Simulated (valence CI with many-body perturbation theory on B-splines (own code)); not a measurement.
**E1 line list for In XXXIV**

Calculated by configuration interaction combined with many-body perturbation theory (CI+MBPT): six valence electrons over a frozen Dirac-Fock core [Ne], a basis of 9 s, 9 p, 8 d, 6 f, 3 g, 1 h functions for each j, with the one-electron correlation potential Σ1, the two-electron term Σ2, the three-electron term Σ3, Breit, model QED; selected CI, second order for the rest, scaled by the run's own slope (own B-spline code, finite nucleus).

No measured spectrum was set against this ion. As an estimate, large intervals hold to a few tenths of a per cent, small ones and those within an open d or f shell to about a per cent. Among the levels kept, up to 1600 cm⁻¹ of a level comes from second order outside the variational space, and about a tenth of that is noise between levels of different J, which matters for small intervals.

Lines 1 to 50 of 90 in falling wavelength, among levels below 1845800 cm⁻¹, chosen from the strongest by gf and those to the six lowest levels. Wavelengths and rates use the calculated energies. Electric multipoles are in the length gauge, E1 and E2 with the static RPA response of the core. Weak lines are less certain than strong ones. Lines between different terms over intervals too small for the method are left out, as are lines whose strength nearly cancels. The highest levels of a list are the least certain.

Levels are named by their leading jj configuration (3d3/2^4 stands for four electrons in 3d with j = 3/2), which in mixed levels can hold well under half, so a name can repeat and another be missing. Letters in brackets count levels of one name in rising energy.

```tsv
λ vac (Å)	Upper	Lower	A (s⁻¹)	S (a.u.) with core polarisation	S without
395.4	(3s^2 3p1/2^2 3p3/2 3d3/2) J=1	(3s^2 3p3/2^4) J=0	2.29e+06	2.09e-04	2.14e-04
237.5	(3s 3p1/2^2 3p3/2^3) J=1	(3s^2 3p3/2^4) J=0	4.72e+07	9.36e-04	9.56e-04
188.2	(3s^2 3p1/2^2 3p3/2 3d5/2) J=1	(3s^2 3p3/2^4) J=0	2.36e+07	2.33e-04	2.38e-04
167.2	(3s^2 3p1/2 3p3/2^2 3d3/2) J=1 [a]	(3s^2 3p3/2^4) J=0	2.12e+08	1.47e-03	1.50e-03
153.6	(3s^2 3p1/2^2 3p3/2 3d3/2) J=2 [a]	(3s^2 3p1/2 3p3/2^3) J=2	8.20e+08	7.34e-03	7.50e-03
149.2	(3s^2 3p1/2^2 3p3/2 3d3/2) J=1	(3s^2 3p1/2 3p3/2^3) J=2	9.98e+08	4.91e-03	5.02e-03
144.8	(3s^2 3p1/2^2 3p3/2 3d3/2) J=2 [b]	(3s^2 3p1/2 3p3/2^3) J=2	7.09e+08	5.31e-03	5.44e-03
144.4	(3s^2 3p1/2 3p3/2^2 3d5/2) J=1 [a]	(3s^2 3p3/2^4) J=0	7.43e+08	3.31e-03	3.39e-03
143.6	(3s^2 3p1/2^2 3p3/2 3d3/2) J=3	(3s^2 3p1/2 3p3/2^3) J=2	8.95e+06	9.16e-05	9.32e-05
142.6	(3s^2 3p1/2^2 3p3/2 3d3/2) J=2 [a]	(3s^2 3p1/2 3p3/2^3) J=1	1.04e+09	7.45e-03	7.62e-03
138.8	(3s^2 3p1/2^2 3p3/2 3d3/2) J=1	(3s^2 3p1/2 3p3/2^3) J=1	2.48e+08	9.81e-04	1.00e-03
135.0	(3s^2 3p1/2^2 3p3/2 3d3/2) J=2 [b]	(3s^2 3p1/2 3p3/2^3) J=1	1.31e+09	7.97e-03	8.15e-03
133.9	(3s^2 3p1/2^2 3p3/2 3d3/2) J=0	(3s^2 3p1/2 3p3/2^3) J=1	7.92e+07	9.39e-05	9.55e-05
122.3	(3s^2 3p1/2 3p3/2^2 3d3/2) J=1 [b]	(3s^2 3p3/2^4) J=0	9.27e+08	2.51e-03	2.57e-03
119.3	(3s 3p1/2^2 3p3/2^3) J=1	(3s^2 3p1/2 3p3/2^3) J=2	4.60e+09	1.16e-02	1.18e-02
117.7	(3s^2 3p1/2^2 3p3/2 3d5/2) J=2	(3s^2 3p1/2 3p3/2^3) J=2	1.75e+09	7.03e-03	7.18e-03
113.2	(3s^2 3p1/2^2 3p3/2 3d5/2) J=3	(3s^2 3p1/2 3p3/2^3) J=2	1.86e+07	9.31e-05	9.46e-05
112.6	(3s 3p1/2^2 3p3/2^3) J=1	(3s^2 3p1/2 3p3/2^3) J=1	2.63e+09	5.55e-03	5.68e-03
112.4	(3s^2 3p1/2 3p3/2^2 3d3/2) J=1 [c]	(3s^2 3p3/2^4) J=0	2.76e+08	5.80e-04	5.93e-04
111.1	(3s^2 3p1/2^2 3p3/2 3d5/2) J=2	(3s^2 3p1/2 3p3/2^3) J=1	2.44e+09	8.25e-03	8.44e-03
105.8	(3s^2 3p1/2 3p3/2^2 3d3/2) J=1 [d]	(3s^2 3p3/2^4) J=0	4.00e+08	7.02e-04	7.20e-04
105.4	(3s^2 3p1/2^2 3p3/2 3d5/2) J=1	(3s^2 3p1/2 3p3/2^3) J=2	8.35e+08	1.45e-03	1.48e-03
100.3	(3s^2 3p1/2 3p3/2^2 3d5/2) J=1 [b]	(3s^2 3p3/2^4) J=0	3.77e+09	5.63e-03	5.75e-03
100.1	(3s^2 3p1/2^2 3p3/2 3d5/2) J=1	(3s^2 3p1/2 3p3/2^3) J=1	9.45e+08	1.41e-03	1.44e-03
98.82	(3s^2 3p1/2^2 3p3/2 3d3/2) J=1	(3s^2 3p1/2^2 3p3/2^2) J=0	3.67e+07	5.25e-05	5.42e-05
98.65	(3s^2 3p1/2 3p3/2^2 3d3/2) J=2 [a]	(3s^2 3p1/2 3p3/2^3) J=2	7.81e+07	1.85e-04	1.88e-04
98.49	(3s^2 3p1/2 3p3/2^2 3d3/2) J=1 [a]	(3s^2 3p1/2 3p3/2^3) J=2	4.55e+05	6.43e-07	5.90e-07
95.73	(3s^2 3p1/2 3p3/2^2 3d3/2) J=3 [a]	(3s^2 3p1/2 3p3/2^3) J=2	2.84e+05	8.62e-07	9.60e-07
94.89	(3s^2 3p1/2 3p3/2^2 3d3/2) J=0	(3s^2 3p1/2 3p3/2^3) J=1	1.16e+09	4.91e-04	5.03e-04
93.99	(3s^2 3p1/2 3p3/2^2 3d3/2) J=2 [a]	(3s^2 3p1/2 3p3/2^3) J=1	7.24e+07	1.48e-04	1.51e-04
93.85	(3s^2 3p1/2 3p3/2^2 3d3/2) J=1 [a]	(3s^2 3p1/2 3p3/2^3) J=1	1.34e+08	1.64e-04	1.69e-04
92.53	(3s^2 3p1/2^2 3p3/2 3d3/2) J=2 [a]	(3s^2 3p1/2^2 3p3/2^2) J=2	7.59e+08	1.48e-03	1.52e-03
91.15	(3s^2 3p1/2 3p3/2^2 3d5/2) J=3 [a]	(3s^2 3p1/2 3p3/2^3) J=2	1.12e+08	2.93e-04	2.99e-04
90.92	(3s^2 3p1/2^2 3p3/2 3d3/2) J=1	(3s^2 3p1/2^2 3p3/2^2) J=2	3.01e+08	3.35e-04	3.44e-04
90.13	(3s^2 3p1/2 3p3/2^2 3d5/2) J=1 [a]	(3s^2 3p1/2 3p3/2^3) J=2	8.68e+09	9.40e-03	9.62e-03
89.27	(3s^2 3p1/2^2 3p3/2 3d3/2) J=2 [b]	(3s^2 3p1/2^2 3p3/2^2) J=2	6.50e+09	1.14e-02	1.17e-02
89.11	(3s^2 3p1/2 3p3/2^2 3d5/2) J=0 [a]	(3s^2 3p1/2 3p3/2^3) J=1	1.43e+10	4.98e-03	5.09e-03
88.80	(3s^2 3p1/2^2 3p3/2 3d3/2) J=3	(3s^2 3p1/2^2 3p3/2^2) J=2	3.78e+08	9.16e-04	9.30e-04
87.04	(3s^2 3p1/2 3p3/2^2 3d3/2) J=2 [b]	(3s^2 3p1/2 3p3/2^3) J=2	1.77e+07	2.88e-05	2.89e-05
86.22	(3s^2 3p1/2 3p3/2^2 3d5/2) J=1 [a]	(3s^2 3p1/2 3p3/2^3) J=1	1.64e+08	1.55e-04	1.60e-04
84.74	(3s 3p1/2^2 3p3/2^3) J=1	(3s^2 3p1/2^2 3p3/2^2) J=0	2.63e+09	2.37e-03	2.43e-03
83.40	(3s^2 3p1/2 3p3/2^2 3d3/2) J=2 [b]	(3s^2 3p1/2 3p3/2^3) J=1	1.07e+09	1.53e-03	1.56e-03
81.01	(3s^2 3p1/2 3p3/2^2 3d3/2) J=1 [b]	(3s^2 3p1/2 3p3/2^3) J=2	6.17e+09	4.86e-03	4.97e-03
80.09	(3s^2 3p1/2 3p3/2^2 3d3/2) J=2 [c]	(3s^2 3p1/2 3p3/2^3) J=2	1.15e+09	1.45e-03	1.49e-03
80.01	(3s^2 3p1/2 3p3/2^2 3d3/2) J=3 [b]	(3s^2 3p1/2 3p3/2^3) J=2	4.45e+09	7.87e-03	8.01e-03
79.00	(3s^2 3p1/2 3p3/2^2 3d5/2) J=2 [a]	(3s^2 3p1/2 3p3/2^3) J=2	6.32e+08	7.69e-04	7.84e-04
78.87	(3s 3p1/2^2 3p3/2^3) J=1	(3s^2 3p1/2^2 3p3/2^2) J=2	5.91e+10	4.29e-02	4.38e-02
78.16	(3s^2 3p1/2^2 3p3/2 3d5/2) J=2	(3s^2 3p1/2^2 3p3/2^2) J=2	5.69e+10	6.70e-02	6.84e-02
77.84	(3s^2 3p1/2 3p3/2^2 3d3/2) J=1 [b]	(3s^2 3p1/2 3p3/2^3) J=1	1.75e+10	1.22e-02	1.24e-02
77.50	(3s^2 3p1/2^2 3p3/2 3d5/2) J=1	(3s^2 3p1/2^2 3p3/2^2) J=0	5.18e+10	3.57e-02	3.64e-02
```
